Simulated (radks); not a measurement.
These are the eigenvalues of the occupied orbitals of an atom or ion with whole-number occupations (eV). Calculated with a radial shooting solver on a logarithmic mesh with Libxc functionals: Dirac Kohn-Sham, LB94 model potential, spin-unpolarised, spherical densities, finite nucleus; Fermi nuclear charge, rms radius of each element as measured or else 0.836 A^(1/3) + 0.57 fm.

| orbital | eigenvalue |
|---|---|
| 1s1/2 | -23283.23 |
| 2s1/2 | -5540.289 |

Which element is it, and in what charge state? The configuration may be excited. Open shells, if any, fill j = l - 1/2 first.

Answer. Z = 42, molybdenum, charge +38: Mo38+ in [He] 2s2. The 1s level, -855.64 hartree, gives Z - s = 41.4 by -(Z - s)^2/2, which with screening and relativity narrows Z to a few neighbours, and the depths must fix Z and the occupations together.
